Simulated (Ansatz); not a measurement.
A nudged elastic band was laid between two geometries of ClGeH3 + F (6 atoms, charge 0, multiplicity 2).

Computed with UKS PBE0-D4/def2-SVP (Ansatz).

| Property | Result |
| --- | --- |
| movable images | 7 |
| climbing image | yes |
| spring | 5.0 eV/Å² |
| optimiser | lbfgs |
| start path | through a guess of the saddle point |
| force threshold | 0.05 eV/Å |
| iteration limit | 60 |
| end points | relaxed |
| largest step | 0.5 Å |

First end point:

```xyz
6
Properties=species:S:1:pos:R:3
Ge -0.072 0.000 0.251
Cl -1.164 0.000 2.158
H 1.415 0.000 0.586
H -0.532 1.269 -0.476
H -0.532 -1.269 -0.476
F 0.886 0.000 3.149
```

Last end point:

```xyz
6
Properties=species:S:1:pos:R:3
Ge 0.213 0.000 0.384
Cl 0.771 -0.002 2.526
H 1.585 -0.001 -0.316
H -0.550 1.294 0.118
H -0.552 -1.294 0.116
F -1.465 0.002 2.363
```

(1) What changes between the two ends?

(2) What energy profile does the band end with?

(3) What is the geometry of the highest image?

Answers

(1) No bond is made or broken.

(2) The forces met the threshold. The highest image is number 4 of 0 to 8, 0.34 eV above the first end and 0.45 eV above the last; the last end lies 0.11 eV below the first. Another band between the same ends (7 images) ends at a top of the same energy, where a vibrational analysis finds 2 clearly imaginary modes.

```
image  path coordinate (Å)  energy (eV)
    0                 0.00         0.00
    1                 0.62         0.07
    2                 1.24         0.16
    3                 1.85         0.26
    4                 2.47         0.34
    5                 3.20         0.24
    6                 3.92         0.12
    7                 4.65        -0.01
    8                 5.37        -0.11
```

(3) 
```xyz
6
Properties=species:S:1:pos:R:3:forces:R:3
Ge 0.045 0.000 -0.055 0.00 0.00 0.00
Cl -0.059 0.000 2.117 0.00 0.00 0.01
H 1.533 0.000 -0.425 0.00 0.00 0.00
H -0.667 1.272 -0.532 0.00 0.00 0.00
H -0.667 -1.272 -0.532 0.00 0.00 0.00
F -0.185 0.000 4.618 0.00 0.00 0.00
```

Run time: 6.9 min on 2 threads of Arm Neoverse V2, with other jobs on the host, peak memory 0.31 GiB.
